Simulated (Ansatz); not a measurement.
CH$_{6}$OSSi, SMILES `OC([SiH3])S`, 10 atoms. The species carries charge 0 and has multiplicity 1. All runs use 2 threads of an Arm Neoverse V1 on a shared host. Correlated methods freeze the cores.

**Question.** Give the basis size and wall time and peak host memory of each of these runs in Ansatz. RKS PBE0-D4/def2-TZVP frequencies; RKS revPBE-D4/def2-TZVPP energy; RHF-CCSD(T)/def2-SVP energy; direct RPA on PBE orbitals/def2-TZVPP energy; RKS ωB97M-V/def2-SVP energy; RKS SPW92 (LDA)/def2-TZVPP energy; RKS B2PLYP (frozen core)/def2-TZVPP energy; RKS PBE0-D4/def2-QZVPP energy; RKS PBE0-D4/def2-TZVP relaxation (10 steps); RHF-MP2/def2-QZVPP energy; RKS PBE0-D4/def2-SVP energy; RKS ωB97M-V/def2-QZVPP energy. (Estimate.)

**Answer.** The calculation gave: Other jobs shared the machine, so times are rough.

| level | job | functions | wall time | peak host memory (GiB) |
| --- | --- | --- | --- | --- |
| RKS PBE0-D4/def2-SVP | energy | 94 | 1.6 s | 0.44 |
| RKS SPW92 (LDA)/def2-TZVPP | energy | 230 | 1.8 s | 0.27 |
| RKS revPBE-D4/def2-TZVPP | energy | 230 | 3 s | 0.28 |
| RHF-CCSD(T)/def2-SVP | energy | 94 | 4 s | 0.44 |
| RKS ωB97M-V/def2-SVP | energy | 94 | 6 s | 0.44 |
| direct RPA on PBE orbitals/def2-TZVPP | energy | 230 | 7.5 s | 0.48 |
| RKS B2PLYP (frozen core)/def2-TZVPP | energy | 230 | 7.5 s | 0.54 |
| RKS PBE0-D4/def2-QZVPP | energy | 434 | 13 s | 1.3 |
| RHF-MP2/def2-QZVPP | energy | 434 | 29 s | 2.3 |
| RKS ωB97M-V/def2-QZVPP | energy | 434 | 31 s | 1.6 |
| RKS PBE0-D4/def2-TZVP | relaxation (10 steps) | 172 | 49 s | 0.4 |
| RKS PBE0-D4/def2-TZVP | frequencies | 172 | 3.2 min | 0.44 |
